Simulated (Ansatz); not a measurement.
Computed with Ansatz on PBE0-D4/def2-TZVP structures; ΔE is electronic, products minus reactants. CCSD(T)/CBS is the MP2 limit (def2-TZVPP, def2-QZVPP) plus CCSD(T) − MP2 in def2-TZVPP, frozen cores. Functionals use def2-TZVPP. For Ge outer-core shells are correlated without core-valence functions, which leaves a few kJ/mol of doubt a bond. Scalar relativity is left out up to krypton.

Consider the formal exchange of groups at a Ge–C bond: `C/N=[CH]\[GeH3]` + `C[BH][AlH2]` → `C[B]([AlH2])[GeH3]` + `C=NC`.

`C/N=[CH]\[GeH3]`:

Z-matrix (Å, degrees):
```
C
N 1 1.435
H 1 1.093 2 108.8
H 1 1.093 2 108.9 3 -116.0
H 1 1.100 2 114.7 3 122.0
C 2 1.261 1 120.3 3 -121.2
Ge 6 1.986 2 128.7 1 0.0
H 6 1.095 2 116.1 1 180.0
H 7 1.538 6 111.7 2 -61.6
H 7 1.538 6 111.7 2 60.3
H 7 1.537 6 106.6 2 179.4
```

`C[BH][AlH2]`:

Z-matrix (Å, degrees):
```
C
B 1 1.558
H 1 1.094 2 114.3
H 1 1.091 2 117.4 3 130.8
H 1 1.106 2 102.6 3 -113.0
Al 2 2.128 1 127.0 3 -149.9
H 2 1.207 1 115.2 3 34.1
H 6 1.597 2 121.8 1 -85.9
H 6 1.596 2 121.4 1 95.4
```

`C[B]([AlH2])[GeH3]`:

```xyz
12

C     1.112   -0.994    0.896
B     0.001   -0.279    0.069
Al   -1.916   -1.018   -0.441
Ge    0.414    1.667   -0.536
H     1.100   -2.086    0.890
H     2.133   -0.635    0.743
H     0.850   -0.697    1.929
H    -2.207   -1.642   -1.880
H    -3.142   -0.871    0.569
H     1.402    2.403    0.396
H    -0.828    2.568   -0.706
H     1.082    1.584   -1.928
```

`C=NC`:

```xyz
8

C     0.136    1.195   -0.491
N     0.393   -0.021   -0.674
C    -0.062   -0.963    0.315
H    -0.417    1.570    0.384
H     0.468    1.929   -1.225
H    -0.598   -0.498    1.155
H    -0.717   -1.695   -0.166
H     0.797   -1.517    0.702
```

```json
{"level": "r2SCAN", "ΔE (kJ/mol)": "-28.7"}
{"level": "MP2/def2-TZVPP", "ΔE (kJ/mol)": "-25.3"}
```

Q: What does CCSD(T)/CBS give? (Estimate.)

A: Computed: -28.5 kJ/mol. The listed levels differ from it by -0.2, 3.2 kJ/mol.

Largest T1 diagnostic among the species: 0.012.
